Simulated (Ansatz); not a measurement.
Ansatz (a first-principles code) input (r2SCAN/def2-TZVP):

Ansatz 0.2 input:
```yaml
crystal:
  periodic: [false, false, false]
  atoms:
    - {symbol: Fe, position_ang: [-0.00000000, -0.00000000, -0.45937553]}
    - {symbol: F, position_ang: [0.00000000, 0.00000000, 1.32708485]}
basis:
  gaussian:
    orbitals: def2-TZVP
hamiltonian:
  xc: {name: r2SCAN}
magnetization: {spin_polarized: true, initial_magnetization: 5}
relax: {f_tol: 0.003, max_steps: 100}
```

End of the output:

```
reference -37103.98394256 eV, -1363.5462599053 hartree; 20, 15 occupied and 56, 61 virtual orbitals, 592 factors
relax step   2: F+E_penalty+E_count = -37103.98392282 eV  Δ(F+E_penalty+E_count) = -2.279e-3 eV  max|allowed force component| = 1.955e-1 eV/Å  Δτ_max = 0.0040 Å  (47 SCF iters, accepted)
these checks for a lower state are left out or cut short: starts, cluster_reference, orbital_swaps, neighbouring_geometries, increment
integrals: 0.02 GiB planned
592 factors; their error is unknown
mean field: 0.22 GiB planned
mean field evaluation 64: about -37103.9960 eV, gradient 2.8e-1 eV
mean field -37103.98477409 eV, -1363.5462904638 hartree, gradient 1.3e-5 eV, S^2 8.752964; 0 other end points of the search recorded, 0 dependent functions left out
the calculation of the forces begins
reference -37103.98479382 eV, -1363.5462911886 hartree; 20, 15 occupied and 56, 61 virtual orbitals, 592 factors
relax step   3: F+E_penalty+E_count = -37103.98477409 eV  Δ(F+E_penalty+E_count) = -8.513e-4 eV  max|allowed force component| = 6.921e-3 eV/Å  Δτ_max = 0.0045 Å  (39 SCF iters, accepted)
these checks for a lower state are left out or cut short: starts, cluster_reference, orbital_swaps, neighbouring_geometries, increment
integrals: 0.02 GiB planned
592 factors; their error is unknown
mean field: 0.22 GiB planned
mean field -37103.98477513 eV, -1363.5462905017 hartree, gradient 2.8e-5 eV, S^2 8.752964; 0 other end points of the search recorded, 0 dependent functions left out
the calculation of the forces begins
reference -37103.98479485 eV, -1363.5462912266 hartree; 20, 15 occupied and 56, 61 virtual orbitals, 592 factors
relax step   4: F+E_penalty+E_count = -37103.98477513 eV  Δ(F+E_penalty+E_count) = -1.032e-6 eV  max|allowed force component| = 6.139e-5 eV/Å  Δτ_max = 0.0002 Å  (26 SCF iters, accepted)
integrals: 0.02 GiB planned
592 factors; their error is unknown
mean field: 0.22 GiB planned
mean field evaluation 96: about -37102.6313 eV, gradient 1.5e1 eV
mean field -37103.98477513 eV, -1363.5462905017 hartree, gradient 2.8e-5 eV, S^2 8.752964; 5 other end points of the search recorded, 0 dependent functions left out
the calculation of the forces begins
reference -37103.98479485 eV, -1363.5462912266 hartree; 20, 15 occupied and 56, 61 virtual orbitals, 592 factors
Total energy: -37103.98479485 eV, -1363.5462912266 hartree
Atom 0 at    -0.000000    -0.000000    -0.451027 Å, force     0.000000    -0.000000     0.000061 eV/Å
Atom 1 at     0.000000     0.000000     1.318736 Å, force    -0.000000     0.000000    -0.000061 eV/Å
Dipole moment:     0.000000    -0.000000    -0.460458 e Å
```

The spin state was set by rule; other spins were not relaxed.
